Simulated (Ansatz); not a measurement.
`IC1C=C1` + H₂ → `C1=CC1` + HI at 298.15 K and 1 bar (hydrogenolysis of a C–I bond).

Gas-phase electronic energies from Ansatz, PBE0-D4/def2-TZVP geometries. CBS: MP2 limit from def2 TZ/QZ plus the TZ coupled-cluster correction, frozen cores. This one scheme is used for every species. def2 core potentials past Kr. For I outer-core shells are correlated without core-valence functions, which leaves a few kJ/mol of doubt a bond.

| species | CCSD(T)/CBS energy (Eh) | H − E (kJ/mol) | S (J/(mol·K)) |
| --- | --- | --- | --- |
| `IC1C=C1` | -413.30358 | 136.2 | 300.6 |
| H₂ | -1.17544 | 35.1 | 130.4 |
| `C1=CC1` | -116.45901 | 159.0 | 242.5 |
| HI | -298.03592 | 22.7 | 206.5 |

H − E and S are ideal-gas, rigid-rotor, harmonic terms from PBE0-D4/def2-TZVP. The MP2-based limit puts H₂ 0.8 mEh under its directly extrapolated value; such offsets cancel only in part. 1 Eh = 2625.50 kJ/mol, R = 8.31446 J/(mol·K).

By hand: ΔE, ΔH, ΔS and ΔG.

ΔE = (-116.45901) + (-298.03592) − (-413.30358) − (-1.17544) = -0.01591 Eh = -41.8 kJ/mol. Δ(H − E) = 159.0 + 22.7 − 136.2 − 35.1 = 10.4, so ΔH = -31.4 kJ/mol. ΔS = 242.5 + 206.5 − 300.6 − 130.4 = 18.0 J/(mol·K). ΔG = -31.4 − 298.15 × (18.0)/1000 = -36.8 kJ/mol.

By hand: the equilibrium constant, and the temperature at which ΔG would vanish if ΔH and ΔS stayed fixed.

log₁₀ K = −ΔG/(RT ln 10) = 6.4. ΔH and −TΔS have one sign here, so there is no such temperature.

ΔH outweighs TΔS. A doubt of 5 kJ/mol in ΔE shifts log₁₀ K by 0.9 here. These are equilibria of isolated gas molecules and say nothing of rates. Largest T1 diagnostic: 0.010 (customary marks: 0.02 for closed shells, 0.045 for open ones).
